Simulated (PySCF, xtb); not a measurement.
C7H5NO2S, SMILES O=C1N(C)C(=O)c2cscc12.

GFN2-xTB (xtb) at its own geometry gives an orbital gap of 3.22 eV and a dipole moment of 1.80 D.

Geometry: TPSSh-D3(BJ)/def2-SVP. The geometry has at least one imaginary mode, so it is a saddle point at that level.

Q: What does PBE/def2-SVP in PySCF give? (Estimate from the structure and the level; the computed values follow.)

A: gap 3.44 eV (levels -6.11 and -2.66 eV), dipole 1.76 D.
